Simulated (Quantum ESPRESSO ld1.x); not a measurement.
The numbers below are computed, except where a source is named.
One sound ld1.x (Quantum ESPRESSO 7.5) input for neutral zinc gives E = -1793.3162 hartree in 31 iterations:

```
 &input
    zed=30.0,
    iswitch=1,
    rel=1,
    dft='PZ',
    config='[Ar] 3d10 4s2',
    prefix='ld1',
    max_out_wfc=37,
    file_charge='ld1.rho',
 /
```

Changed or added lines, one case at a time, and what came of them:

- atom='Zn': harmless. atom and zed name the same element, and the result equals that of the sound run.
- atom='Xx' (without zed): crashed. The symbol names no element; the program warns, takes a nuclear charge of zero and dies without a result.
- noscf=.true.: ran as typed. With noscf the program prints the levels of a bare nucleus, with no screening and no total energy; they are not those of the atom.
- config='[Ar] 3d10 4s2 8s1': refused. The program stops in el_config with "wrong main quantum number": the config string takes n from 1 to 7 alone.
- lsd=2: refused. The program stops in ld1_readin with "lsd not correct": lsd takes 0 or 1.
- config='[Ar] 3d10 4s2 2d1': refused. The program stops in el_config with "main/angular quantum number mismatch": l must be smaller than n.
- dft='R2SCAN': refused. The program stops in set_dft_from_name with "libxc needed for this functional": this build has no Libxc.
